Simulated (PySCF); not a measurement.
## Bonding in `O=S(=O)(O)[C@H]1CC[SiH2]C1`

Species: C4H10O3SSi.
Numbering: `[O:1]=[S:2](=[O:3])([OH:4])[C@H:5]1[CH2:6][CH2:7][SiH2:8][CH2:9]1` (hydrogens: H10 on O4; H11 on C5; H12, H13 on C6; H14, H15 on C7; H16, H17 on Si8; H18, H19 on C9)

Cartesian coordinates in Å at the GFN2-xTB level; atoms count from 1:
```
atom  x, y, z in Å
O1     2.1394   -0.8780    1.3238
S2     1.5631    0.1475    0.5129
O3     0.9924    1.2788    1.1913
O4     2.7258    0.7476   -0.4586
C5     0.4561   -0.5118   -0.7449
C6    -0.4564   -1.4870   -0.0277
C7    -1.2628   -0.6899    0.9994
Si8   -1.5521    1.0071    0.1787
C9    -0.3208    0.6812   -1.2467
H10    3.1336    1.5268   -0.0759
H11    1.1171   -0.9778   -1.4742
H12   -1.1243   -1.9555   -0.7554
H13    0.1385   -2.2674    0.4508
H14   -0.6659   -0.5636    1.9002
H15   -2.1678   -1.2261    1.2783
H16   -1.3616    2.2020    0.9813
H17   -2.9036    1.0274   -0.4161
H18   -0.8170    0.4383   -2.1864
H19    0.3564    1.5095   -1.4382
```

Bond orders from the PBE0/pcSseg-1 density (PySCF). Isolated species at its GFN2-xTB geometry (one conformer only).

(1) How far do the computed orders between heavy atoms stray from the drawn ones?

(2) Set the Mayer orders of the bonds beside their lengths.

## Answers

(1) The largest departure is 0.329, at S2–O3 (drawn double, 1.671). Drawn single, order below 0.88: S2–C5 (0.854) and Si8–C9 (0.875). Drawn double or triple, more than 0.30 short of the drawn order: S2–O3 (1.671).

(2) 
```json
{"bond": "O1–S2", "drawn as": "double", "length (Å)": "1.429", "Mayer order": "1.804"}
{"bond": "S2–O3", "drawn as": "double", "length (Å)": "1.437", "Mayer order": "1.671"}
{"bond": "S2–O4", "drawn as": "single", "length (Å)": "1.630", "Mayer order": "0.932"}
{"bond": "S2–C5", "drawn as": "single", "length (Å)": "1.801", "Mayer order": "0.854"}
{"bond": "C5–C6", "drawn as": "single", "length (Å)": "1.516", "Mayer order": "0.978"}
{"bond": "C6–C7", "drawn as": "single", "length (Å)": "1.530", "Mayer order": "1.009"}
{"bond": "C7–Si8", "drawn as": "single", "length (Å)": "1.907", "Mayer order": "0.904"}
{"bond": "Si8–C9", "drawn as": "single", "length (Å)": "1.912", "Mayer order": "0.875"}
{"bond": "C9–C5", "drawn as": "single", "length (Å)": "1.510", "Mayer order": "0.974"}
{"bond": "O4–H10", "drawn as": "single", "length (Å)": "0.959", "Mayer order": "0.920"}
{"bond": "C5–H11", "drawn as": "single", "length (Å)": "1.089", "Mayer order": "0.919"}
{"bond": "C6–H12", "drawn as": "single", "length (Å)": "1.093", "Mayer order": "0.946"}
{"bond": "C6–H13", "drawn as": "single", "length (Å)": "1.092", "Mayer order": "0.936"}
{"bond": "C7–H14", "drawn as": "single", "length (Å)": "1.088", "Mayer order": "0.931"}
{"bond": "C7–H15", "drawn as": "single", "length (Å)": "1.088", "Mayer order": "0.953"}
{"bond": "Si8–H16", "drawn as": "single", "length (Å)": "1.452", "Mayer order": "0.958"}
{"bond": "Si8–H17", "drawn as": "single", "length (Å)": "1.477", "Mayer order": "0.940"}
{"bond": "C9–H18", "drawn as": "single", "length (Å)": "1.090", "Mayer order": "0.939"}
{"bond": "C9–H19", "drawn as": "single", "length (Å)": "1.087", "Mayer order": "0.941"}
```

Bonds between the same two heavy elements. O–S: lowest S2–O4 (0.932, 1.630 Å), highest O1–S2 (1.804, 1.429 Å). C–C: lowest C9–C5 (0.974, 1.510 Å), highest C6–C7 (1.009, 1.530 Å); in 2 of the 3 pairs the longer bond (by over 0.003 Å) has the higher order (by 0.02 or more). C–Si: lowest Si8–C9 (0.875, 1.912 Å), highest C7–Si8 (0.904, 1.907 Å).

Problem. Sum the orders of all bonds at each heavy atom with more than one neighbour and set the sums beside the valence in the SMILES.

Solution. S2 5.261 (drawn 6), O4 1.852 (drawn 2), C5 3.725 (drawn 4), C6 3.869 (drawn 4), C7 3.797 (drawn 4), Si8 3.677 (drawn 4), C9 3.729 (drawn 4). Orders between atoms that aren't bonded are not in these sums.

For a closed shell the Mayer order of atoms A and B is Σ (PS)μν (PS)νμ over the basis functions μ on A and ν on B, with P the density and S the overlap matrix.
